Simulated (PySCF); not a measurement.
Coordinates in bohr (charge 0 multiplicity 1):
```
O     0.0000    0.0000    0.0000
Ga    3.4290    0.0000    0.0000
Ga   -3.4290    0.0000    0.0000
```

Computed with B3LYP in PySCF with O def2-TZVP, Ga def2-TZVP; no relativity; density-fitted integrals.

This geometry of Ga2O is a stationary point at this level.

Question: What is the point group?

Answer: D∞h.

Question: Is it a minimum?

Answer: Yes: all harmonic wavenumbers are real.

Question: Which band is strongest in the infrared?

Answer: 825 cm⁻¹ (σu+), 721 km/mol.

Question: What is the atomisation energy, with and without zero-point energy?

Answer: 879 kJ/mol without, 872 kJ/mol with.

Other isomers or separated fragments may lie lower.
